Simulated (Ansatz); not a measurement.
`[CH3][Al]([OH])[SiH2]F` → `[CH3][AlH][OH]` + `F[SiH]` at 298.15 K and 1 bar (silylene formation by 1,1-elimination).

Calculated with Ansatz (gas phase, PBE0-D4/def2-TZVP geometries, no zero-point term in ΔE). CCSD(T)/CBS adds triple-zeta CCSD(T) − MP2 to the extrapolated MP2 energy (def2 sets, frozen cores). This one scheme is used for every species. Each species was taken in one conformer, which may not be the lowest.

| species | CCSD(T)/CBS energy (Eh) | H − E (kJ/mol) | S (J/(mol·K)) |
| --- | --- | --- | --- |
| `[CH3][Al]([OH])[SiH2]F` | -747.84870 | 208.1 | 397.1 |
| `[CH3][AlH][OH]` | -358.31021 | 163.6 | 305.3 |
| `F[SiH]` | -389.46371 | 32.3 | 239.1 |

H − E and S are ideal-gas, rigid-rotor, harmonic terms from PBE0-D4/def2-TZVP, for one conformer and one mirror image of each species. 1 Eh = 2625.50 kJ/mol, R = 8.31446 J/(mol·K).

Task: By hand: ΔE, ΔH, ΔS and ΔG.

Result: ΔE = (-358.31021) + (-389.46371) − (-747.84870) = 0.07478 Eh = 196.3 kJ/mol. Δ(H − E) = 163.6 + 32.3 − 208.1 = -12.2, so ΔH = 184.1 kJ/mol. ΔS = 305.3 + 239.1 − 397.1 = 147.3 J/(mol·K). ΔG = 184.1 − 298.15 × (147.3)/1000 = 140.2 kJ/mol.

Task: By hand: the equilibrium constant, and the temperature at which ΔG would vanish if ΔH and ΔS stayed fixed.

Result: log₁₀ K = −ΔG/(RT ln 10) = -24.6. ΔG = 0 at ΔH/ΔS = 1250 K.

The number of gas molecules changes by +1, which sets the sign of ΔS. A doubt of 5 kJ/mol in ΔE shifts log₁₀ K by 0.9 here. Other conformers and mirror images would add mixing entropy, several J/(mol·K) or more a flexible species. Modes under 60 cm⁻¹, often nearly free rotors, make the harmonic entropy too high. These are equilibria of isolated gas molecules and say nothing of rates. Largest T1 diagnostic: 0.015 (customary marks: 0.02 for closed shells, 0.045 for open ones).
